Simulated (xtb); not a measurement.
ClMg, doublet, geometry from GFN2-xTB (such geometries of metal compounds can be far from the true shape) (the spin is typed, not shown lowest); xtb with GFN2-xTB.

The xtb input:
```
$ xtb mol.xyz --gfn 2 --uhf 1 --ohess --json

# file mol.xyz
2

Mg    -0.00000000    -0.00000000    -1.26784659
Cl     0.00000000     0.00000000     0.89495053
```

It wrote (shortened):

```
   ID    Z sym.   atoms
    1   12 Mg     1
    2   17 Cl     2

           -------------------------------------------------
          |                Calculation Setup                |
           -------------------------------------------------

           -------------------------------------------------
          |                 G F N 2 - x T B                 |
           -------------------------------------------------

          ...................................................
          :                      SETUP                      :
          :.................................................:
          :  # basis functions                  20          :
          :  # atomic orbitals                  18          :
          :  # shells                            6          :
          :  # electrons                         9          :
          :  max. iterations                   250          :
          :  Hamiltonian                  GFN2-xTB          :
          :  restarted?                      false          :
          :  GBSA solvation                  false          :
          :  PC potential                    false          :
          :  electronic temp.          300.0000000     K    :
          :  accuracy                    1.0000000          :
          :  -> integral cutoff          0.2500000E+02      :
          :  -> integral neglect         0.1000000E-07      :
          :  -> SCF convergence          0.1000000E-05 Eh   :
          :  -> wf. convergence          0.1000000E-03 e    :
          :  Broyden damping             0.4000000          :
          :  net charge                          0          :
          :  unpaired electrons                  1          :
          ...................................................

 iter      E             dE          RMSdq      gap      omega  full diag
   1     -5.0057900 -0.500579E+01  0.213E+01    3.54       0.0  T
   2     -5.0928045 -0.870145E-01  0.479E+00    5.54       1.0  T
   3     -5.1159903 -0.231859E-01  0.629E+00    5.79       1.0  T
   4     -5.1072840  0.870637E-02  0.305E+00    6.29       1.0  T
   5     -5.1130896 -0.580565E-02  0.163E+00    6.15       1.0  T
   6     -5.1166688 -0.357917E-02  0.318E-01    6.30       1.0  T
   7     -5.1167207 -0.519143E-04  0.245E-01    6.28       1.0  T
   8     -5.1167771 -0.564010E-04  0.868E-02    6.28       1.0  T
   9     -5.1167837 -0.658660E-05  0.112E-02    6.28       6.3  T
  10     -5.1167838 -0.706894E-07  0.677E-03    6.28      10.4  T
  11     -5.1167838 -0.293030E-07  0.406E-03    6.28      17.4  T
  12     -5.1167838 -0.105035E-07  0.151E-03    6.28      46.9  T
  13     -5.1167838 -0.171964E-08  0.135E-04    6.28     524.7  T
  14     -5.1167838 -0.186509E-10  0.546E-06    6.28   12949.7  T

   *** convergence criteria satisfied after 14 iterations ***

         :::::::::::::::::::::::::::::::::::::::::::::::::::::
         ::                     SUMMARY                     ::
         :::::::::::::::::::::::::::::::::::::::::::::::::::::
         :: total energy              -5.113089880835 Eh    ::
         :: gradient norm              0.000000065462 Eh/a0 ::
         :: HOMO-LUMO gap              6.281992434827 eV    ::
         ::.................................................::
         :: SCC energy                -5.116783811563 Eh    ::
         :: -> isotropic ES            0.034976367810 Eh    ::
         :: -> anisotropic ES          0.002875026813 Eh    ::
         :: -> anisotropic XC         -0.000284009823 Eh    ::
         :: -> dispersion             -0.000863930919 Eh    ::
         :: repulsion energy           0.003693930728 Eh    ::
         :: add. restraining           0.000000000000 Eh    ::
         :: total charge               0.000000000000 e     ::
         :::::::::::::::::::::::::::::::::::::::::::::::::::::

      -----------------------------------------------------------
     |                   =====================                   |
     |                        A N C O P T                        |
     |                   =====================                   |
     |               Approximate Normal Coordinate               |
     |                Rational Function Optimizer                |
      -----------------------------------------------------------
      -----------------------------------------------------------
     |                   =====================                   |
     |                        A N C O P T                        |
     |                   =====================                   |
     |               Approximate Normal Coordinate               |
     |                Rational Function Optimizer                |
      -----------------------------------------------------------

          ...................................................
          :                      SETUP                      :
          :.................................................:
          :   optimization level            normal          :
          :   max. optcycles                   200          :
          :   ANC micro-cycles                  20          :
          :   degrees of freedom                 1          :
          :.................................................:
          :   RF solver                   davidson          :
          :   write xtbopt.log                true          :
          :   linear (good luck)              true          :
          :   energy convergence         0.5000000E-05 Eh   :
          :   grad. convergence          0.1000000E-02 Eh/α :
          :   maxmium RF displ.          1.0000000          :
          :   Hlow (freq-cutoff)         0.1000000E-01      :
          :   Hmax (freq-cutoff)         5.0000000          :
          :   S6 in model hess.         20.0000000          :
          ...................................................

generating ANC from exact Hessian ...
Using Lindh-Hessian (1995)
[...]
 * total energy  :    -5.1130899 Eh     change       -0.2753353E-13 Eh
   *** GEOMETRY OPTIMIZATION CONVERGED AFTER 1 ITERATIONS ***
         :: total energy              -5.113089880835 Eh    ::
[...]
        14                          0.0702677               1.9121
        15                          0.0702677               1.9121
        16                          0.0784246               2.1340
       ...                                ...                  ...
        18                          0.7517311              20.4556
      -------------------------------------------------------------
                  HL-Gap            0.2308590 Eh            6.2820 eV
             Fermi-level           -0.2810270 Eh           -7.6471 eV

     #   Z          covCN         q      C6AA      α(0)
     1  12 Mg       0.732     0.367   356.762    57.263
     2  17 Cl       0.732    -0.367   110.771    16.099

 Mol. C6AA /au·bohr⁶  :        787.580609
 Mol. C8AA /au·bohr⁸  :      56124.416417
 Mol. α(0) /au        :         73.361398

Wiberg/Mayer (AO) data.
largest (>0.10) Wiberg bond orders for each atom

 ---------------------------------------------------------------------------
     #   Z sym  total        # sym  WBO       # sym  WBO       # sym  WBO
 ---------------------------------------------------------------------------
     1  12 Mg   1.082 --     2 Cl   1.082
     2  17 Cl   1.082 --     1 Mg   1.082
 ---------------------------------------------------------------------------

Topologies differ in total number of bonds
Writing topology from bond orders to xtbtopo.mol

molecular dipole:
                 x           y           z       tot (Debye)
 q only:       -0.000      -0.000      -1.502
   full:       -0.000      -0.000      -1.787       4.543
molecular quadrupole (traceless):
Molecule has the following symmetry elements: (Cinf) (sigma)
It seems to be the Cinfv point group
                xx          xy          yy          xz          yz          zz
 q only:       -0.529       0.000      -0.529       0.000       0.000       1.058
  q+dip:       -1.341       0.000      -1.341       0.000       0.000       2.681
   full:       -0.617      -0.000      -0.617       0.000       0.000       1.234

           -------------------------------------------------
          |               Frequency Printout                |
           -------------------------------------------------
 vibrational frequencies (cm⁻¹)
eigval :        0.00     0.00     0.00     0.00     0.00   384.33
 reduced masses (amu)
   1: 28.84   2: 28.84   3: 30.92   4: 30.92   5: 30.92   6: 28.84
 IR intensities (km·mol⁻¹)
   1: 13.04   2: 13.04   3:  0.00   4:  0.00   5:  0.00   6: 24.98
 Raman intensities (Ä⁴*amu⁻¹)
   1:  0.00   2:  0.00   3:  0.00   4:  0.00   5:  0.00   6:  0.00
 output can be read by thermo (or use thermo option).
 writing <g98.out> molden fake output.
 recommended (thermochemical) frequency scaling factor: 1.0
           -------------------------------------------------
          |             Thermodynamic Functions             |
           -------------------------------------------------

cin symmetry found (for desy threshold:  0.10E+00) used in thermo

          ...................................................
          :                      SETUP                      :
          :.................................................:
          :  # frequencies                           1      :
          :  # imaginary freq.                       0      :
          :  linear?                              true      :
          :  only rotor calc.                    false      :
          :  symmetry                              cin      :
          :  rotational number                       1      :
          :  scaling factor                  1.0000000      :
          :  rotor cutoff                   50.0000000 cm⁻¹ :
          :  imag. cutoff                  -20.0000000 cm⁻¹ :
          :.................................................:

    mode    ω/cm⁻¹     T·S(HO)/kcal·mol⁻¹    T·S(FR)/kcal·mol⁻¹   T·S(vib)
   ------------------------------------------------------------------------
   ------------------------------------------------------------------------

   temp. (K)  partition function   enthalpy   heat capacity  entropy
                                   cal/mol     cal/K/mol   cal/K/mol   J/K/mol
 298.15  VIB   1.19                  203.896      1.504      1.022
         ROT   829.                  592.502      1.987     15.342
         INT   983.                  796.398      3.491     16.365
         TR   0.447E+27             1481.254      4.968     38.166
         TOT                        2277.6520     8.4589    54.5307   228.1563

       T/K    H(0)-H(T)+PV         H(T)/Eh          T*S/Eh         G(T)/Eh
   ------------------------------------------------------------------------
    298.15    0.362967E-02    0.450523E-02    0.259093E-01   -0.214040E-01
   ------------------------------------------------------------------------

         :::::::::::::::::::::::::::::::::::::::::::::::::::::
         ::                  THERMODYNAMIC                  ::
         :::::::::::::::::::::::::::::::::::::::::::::::::::::
         :: total free energy          -5.134493926412 Eh   ::
         ::.................................................::
         :: total energy               -5.113089880835 Eh   ::
         :: zero point energy           0.000875559265 Eh   ::
         :: G(RRHO) w/o ZPVE           -0.022279604843 Eh   ::
         :: G(RRHO) contrib.           -0.021404045578 Eh   ::
         :::::::::::::::::::::::::::::::::::::::::::::::::::::

optimized geometry written to: xtbopt.xyz

           -------------------------------------------------
          | TOTAL ENERGY               -5.113089880835 Eh   |
          | TOTAL ENTHALPY             -5.108584652104 Eh   |
          | TOTAL FREE ENERGY          -5.134493926412 Eh   |
          | GRADIENT NORM               0.000000062741 Eh/α |
          | HOMO-LUMO GAP               6.281991960496 eV   |
           -------------------------------------------------

normal termination of xtb
```
